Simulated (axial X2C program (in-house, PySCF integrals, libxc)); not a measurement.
Curves of TiNC from open-shell CI on d2 s1 p(π)0

Calculated with an axial X2C code built on PySCF integrals: two-component X2C with atomic mean-field Coulomb and Gaunt terms, basis Ti dyall-v3z, N dyall-av3z, C dyall-v3z (cores contracted in-house). Orbitals come from Hartree–Fock averaged over the configuration Ti d2 s1 p(π)0; CI then distributes these electrons over the d, s, p(π) shells of Ti.

Scan along the Ti–N bond with NC moving as one mass, its bond held at 1.170 Å; masses Ti 47.948 u, N 14.003 u, C 12.000 u. Energies in cm⁻¹ from the lowest point; levels are followed by energy order within each Ω. Lowest level at 2.098 Å: 99% d2 s1.

```csv
R (Å),(1)Ω=3/2,(1)Ω=5/2,(1)Ω=7/2,(1)Ω=9/2,(1)Ω=1/2,(2)Ω=3/2,(2)Ω=1/2,(3)Ω=1/2,(3)Ω=3/2
1.951,916,1013,1110,1209,2288,2302,3219,3256,3278
2.025,99,196,295,395,1425,1440,2267,2306,2327
2.098,0,98,197,299,1281,1299,2038,2080,2098
2.182,514,613,713,815,1743,1764,2407,2452,2468
2.266,1496,1595,1696,1799,2670,2694,3250,3300,3313
2.360,2955,3054,3156,3259,4066,4094,4563,4618,4627
2.476,5055,5155,5257,5361,6085,6119,6496,6560,6561
```

(1) Fit the curves (1)Ω=3/2, (1)Ω=5/2, (1)Ω=7/2, (1)Ω=9/2, (1)Ω=1/2, (2)Ω=3/2, (2)Ω=1/2, (3)Ω=1/2, (3)Ω=3/2 near their minima.

The 9 lowest curves are shown; the next is (2)Ω=5/2, from 2119 cm⁻¹.

Dynamic correlation is missing, so gaps between terms are too wide and other configurations may lie lower; the lowest level listed is that of this model, not necessarily the ground state. For d shells the ligand-field splittings (σ, π, δ) and their order can be off by a thousand cm⁻¹ or more. At most 4 roots were kept for each Ω > 0 (twice that for Ω = 0) within 3.2 eV of the lowest, so higher up levels can be missing between those listed; levels with Ω > 0 are doubly degenerate and listed once, Ω = 0 levels singly. States that fill the shells left empty in the average are placed too high. The molecule was held linear; bending was not examined.

Answers

(1) From the open-shell CI curves, Te from the lowest:

| level | Te (cm⁻¹) | Re (Å) | ωe (cm⁻¹) |
| --- | --- | --- | --- |
| (1)Ω=3/2 | 0 | 2.073 | 462.5 |
| (1)Ω=5/2 | 98 | 2.073 | 462.6 |
| (1)Ω=7/2 | 197 | 2.073 | 462.6 |
| (1)Ω=9/2 | 298 | 2.073 | 462.7 |
| (1)Ω=1/2 | 1295 | 2.079 | 456.5 |
| (2)Ω=3/2 | 1312 | 2.078 | 456.9 |
| (2)Ω=1/2 | 2067 | 2.090 | 447.4 |
| (3)Ω=1/2 | 2109 | 2.090 | 448.0 |
| (3)Ω=3/2 | 2128 | 2.090 | 447.5 |

Without dynamic correlation distances can be off by several hundredths of an Å (long for ionic bonds, short for multiple bonds) and the wavenumbers are rough.
